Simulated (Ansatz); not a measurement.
Cost and result up the ladder for Au(NH3)Cl (AuNClH₃) (6 atoms). The state is a singlet with charge 0. Geometry: PBE0-D4/def2-TZVP.

| atom | x (Å) | y (Å) | z (Å) |
| --- | --- | --- | --- |
| Au1 | 1.124 | -0.224 | 0.353 |
| N2 | -0.830 | 0.165 | -0.261 |
| H3 | -1.056 | -0.353 | -1.103 |
| H4 | -0.958 | 1.153 | -0.458 |
| H5 | -1.496 | -0.099 | 0.458 |
| Cl6 | 3.216 | -0.641 | 1.010 |

Ansatz on 4 threads of Arm Neoverse V1 on a shared host. Times are rough, and most runs start from the orbitals of an earlier one. PBE0-D4/def2-TZVP serves as the yardstick here, not as an exact answer. Differences are given only for rows in sets of like size (and for xTB, whose basis is part of the method), since another set adds its own error. Binding counts from free atoms at the same level (Au doublet, N quartet, H doublet, Cl doublet; other spins of the atoms weren't run), without zero-point energy or a counterpoise term.

In the def2 sets Au takes a core potential; there is no spin–orbit coupling. HSE06 is defined as in plane-wave codes, on full-range PBE exchange. Correlated methods freeze 6 core orbitals; core or outer-core shells of Au are correlated, in sets that lack core-valence functions.

Correlated methods converge slowly with the basis.

```
                            level  functions  binding energy per atom (eV)  difference from PBE0-D4/def2-TZVP (eV)
                 PBE0-D4/def2-SVP         79                          2.91                                       –
                PBE-D4/def2-TZVPD        153                          3.02                                    0.09
                  PBE-D4/def2-SVP         79                          3.00                                       –
r2SCAN-D4/def2-TZVP (with forces)        126                          2.96                                    0.03
                 PBE-D4/def2-TZVP        126                          3.01                                    0.08
               CCSD(T)/def2-TZVPP        171                          2.89                                   -0.04
                    MP2/def2-TZVP        126                          2.89                                   -0.04
                     HF/def2-TZVP        126                          1.94                                   -0.99
               HSE06-D4/def2-TZVP        126                          2.93                                    0.00
                PBE0-D4/def2-TZVP        126                          2.93                                    0.00
              revPBE-D4/def2-TZVP        126                          2.91                                   -0.02
                BLYP-D4/def2-TZVP        126                          2.94                                    0.01
             r2SCAN-D4/def2-TZVPD        153                          2.97                                    0.04
               BHLYP-D4/def2-TZVP        126                          2.82                                   -0.11
```

Question: Estimate how long each takes.

Answer: HF/def2-TZVP 0.5 s; PBE-D4/def2-SVP 0.6 s; MP2/def2-TZVP 0.7 s; PBE-D4/def2-TZVP 0.8 s; revPBE-D4/def2-TZVP 0.8 s; PBE0-D4/def2-SVP 0.8 s; BLYP-D4/def2-TZVP 0.9 s; HSE06-D4/def2-TZVP 1.1 s; PBE-D4/def2-TZVPD 1.1 s; BHLYP-D4/def2-TZVP 1.1 s; PBE0-D4/def2-TZVP 1.3 s; r2SCAN-D4/def2-TZVP (with forces) 2.2 s; r2SCAN-D4/def2-TZVPD 2.4 s; CCSD(T)/def2-TZVPP 44 s. On shared hardware such times vary by a factor of up to 3.
